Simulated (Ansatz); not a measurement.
`[OH][Ge]([OH])([F])[Cl]` + H–F → `[OH][Ge]([OH])([F])[F]` + HCl  (ligand exchange at a Ge–Cl bond)

Isolated molecules relaxed with PBE0-D4/def2-TZVP in Ansatz; ΔE leaves out vibrations. CBS: MP2 limit from def2 TZ/QZ plus the TZ coupled-cluster correction, frozen cores. This one scheme is used for every species. DFT in def2-TZVPP. B3LYP here is the variant with VWN-RPA as its local correlation; programs differ in this. For Ge outer-core shells are correlated without core-valence functions, which leaves a few kJ/mol of doubt a bond. Scalar relativity is left out up to krypton. One conformer a species, not always the lowest.

`[OH][Ge]([OH])([F])[Cl]`:

Z-matrix (Å, degrees):
```
Ge
O 1 1.747
F 1 1.721 2 107.5
O 1 1.738 2 108.7 3 120.4
Cl 1 2.108 2 114.4 3 -117.7
H 2 0.961 1 113.3 3 42.1
H 4 0.962 1 112.0 2 -30.6
```

H–F:

Z-matrix (Å, degrees):
```
F
H 1 0.920
```

`[OH][Ge]([OH])([F])[F]`:

```xyz
7

O     0.519   -0.507   -1.478
Ge   -0.069   -0.098    0.099
O     0.241    1.580    0.395
F    -1.749   -0.403    0.274
F     0.671   -1.120    1.261
H     0.781   -1.429   -1.551
H    -0.394    1.976    0.999
```

HCl:

Cartesian coordinates in Å:
```
Cl -0.216 0.446 0.404
H 0.216 -0.446 -0.404
```

Is it downhill or uphill in electronic energy at CCSD(T)/CBS, and by how much? (Estimate.)

Ansatz gave: Uphill: ΔE = +8.0 kJ/mol.

What do these levels give: PBE0-D4, B3LYP-D4, PBE0, MP2/def2-TZVPP, CCSD/def2-TZVPP, MP2/def2-QZVPP? (An estimate is asked.)

The calculation gave: PBE0-D4 10.8, B3LYP-D4 5.1, PBE0 7.8, MP2/def2-TZVPP 7.0, CCSD/def2-TZVPP 0.6, MP2/def2-QZVPP 9.5 kJ/mol.

Largest T1 diagnostic among the species: 0.012.

In def2-TZVPP, CCSD(T) changes the Hartree–Fock value by +7.7 kJ/mol (the triples alone add +1.8 kJ/mol) and MP2 by +12.3 kJ/mol. The D4 term adds +5.7 kJ/mol with B3LYP and +3.1 kJ/mol with PBE0; it sums over pairs of atoms, weighted by their polarisabilities, and B3LYP, whose exchange is more repulsive, gets the larger term.
